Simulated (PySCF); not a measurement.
Vertical excitations of a molecule C₄H₄F₂O₂ from TDA-PBE/def2-SVPD in PySCF, as energy in eV (oscillator strength): 3.90 (0.000), 5.31 (0.010), 5.81 (0.001), 6.53 (0.001), 6.76 (0.014), 6.81 (0.039). Lowest triplet (TDA): 3.28 eV. Geometry: B3LYP-D3(BJ)/def2-SVP. One conformer was computed; it need not be the lowest.

Task: Which structure fits?
A. O=C[C@@H]1CC(F)(F)O1
B. FC(F)C1=COCO1
C. F/C=C/C1(F)OCO1
D. COC1=COC1(F)F

Result: A, O=C[C@@H]1CC(F)(F)O1
